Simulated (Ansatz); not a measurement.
```yaml
crystal:
  periodic: [false, false, false]
  atoms:
    - {symbol: B, position_ang: [0.690883, 1.124492, 1.047418]}
    - {symbol: N, position_ang: [0.331428, -0.000182, 0.166289]}
    - {symbol: Si, position_ang: [-0.156239, -1.345984, 1.038180]}
    - {symbol: Si, position_ang: [0.093522, 0.109749, -1.536180]}
    - {symbol: Cl, position_ang: [-1.865305, 0.240141, -2.151678]}
    - {symbol: H, position_ang: [0.819280, 2.105742, 0.358154]}
    - {symbol: H, position_ang: [0.584022, 1.132417, 2.301243]}
    - {symbol: H, position_ang: [-0.914863, -2.313725, 0.318257]}
    - {symbol: H, position_ang: [-1.048030, -1.094647, 2.354325]}
    - {symbol: H, position_ang: [0.875182, 1.166202, -1.966882]}
    - {symbol: H, position_ang: [0.708597, -1.367344, -2.062248]}
basis:
  gaussian: {orbitals: def2-TZVPP}
magnetization: {spin_polarized: true, initial_magnetization: 1}
hamiltonian: {xc: {name: wB97X-V}}
scf: {lower_state_search: off}
```

```sh
$ ansatz run in.yaml --threads 2 --pin off --events-out ev --progress --plain --max-ram 32768MiB --backend cuda --devices 0, --max-vram 18GiB
```

It prints (some lines left out):

```
Functional definition: wB97X-V
1570 factors; their error is unknown
346 factors; integrals over basis functions are off by at most 2.0e-5 eV
mean field evaluation 1: about -30534.7359 eV, gradient 3.5e1 eV
mean field evaluation 2: about -30534.2318 eV, gradient 3.6e1 eV
mean field evaluation 4: about -30539.3922 eV, gradient 1.5e0 eV
mean field evaluation 8: about -30539.4398 eV, gradient 2.5e-1 eV
mean field evaluation 16: about -30539.4402 eV, gradient 1.3e-4 eV
mean field -30539.44014965 eV, -1122.3037251237 hartree, gradient 6.3e-6 eV, S^2 0.751681; 0 other end points of the search recorded, 0 dependent functions left out
reference -30539.44014777 eV, -1122.3037250546 hartree; 32, 31 occupied and 240, 241 virtual orbitals, 1570 factors
Total energy: -30539.44014777 eV, -1122.3037250546 hartree
Checks for a lower state left out: stability, starts, cluster_reference, orbital_swaps, neighbouring_geometries, increment
```

It took 9 s on 2 threads of an AMD EPYC 7R13 on a shared host and a share of an NVIDIA H100 80 GB, with 0.91 GiB of host memory at the peak.
